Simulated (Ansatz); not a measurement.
The cluster Ta₂O₄⁺. Charge 1, multiplicity 2. Geometry r2SCAN-D4/def2-SVP, basis def2-TZVP, Ansatz.

```xyz
6

Ta   -0.484    0.017    0.312
Ta    0.961   -0.853   -1.613
O     0.549    1.282    1.224
O    -0.607    0.153   -1.684
O     0.343   -1.760   -0.106
O    -0.762    1.162    1.868
```

```json
{"run": "A", "HOMO (eV)": "-9.92", "LUMO (eV)": "-8.79"}
{"run": "B", "HOMO (eV)": "-10.23", "LUMO (eV)": "-8.57"}
{"run": "C", "HOMO (eV)": "-11.10", "LUMO (eV)": "-8.04"}
{"run": "D", "HOMO (eV)": "-10.00", "LUMO (eV)": "-8.98"}
{"run": "E", "HOMO (eV)": "-10.71", "LUMO (eV)": "-8.42"}
```

In the def2 sets Ta takes a core potential; there is no spin–orbit coupling. HSE06 is defined as in plane-wave codes, on full-range PBE exchange. The structure holds 1 bond(s) between oxygen atoms. Another isomer (doublet) lies 4.48 eV lower at PBE0-D4/def2-TZVP; other spin states weren't run for this one.

HOMO and LUMO are taken over both spins.

**Question.** The runs used HSE06, PBE, PBE0, r2SCAN, revPBE. Estimate which is which.

**Answer.** A revPBE (0 % exact exchange); B r2SCAN (0 % exact exchange); C PBE0 (25 % exact exchange); D PBE (0 % exact exchange); E HSE06 (range-separated). Exact exchange lowers occupied and raises empty levels; among semilocal functionals meta-GGAs tend to open the gap a little, and such runs are hard to tell apart. The gap grows from 1.02 eV (PBE) to 3.06 eV (PBE0).
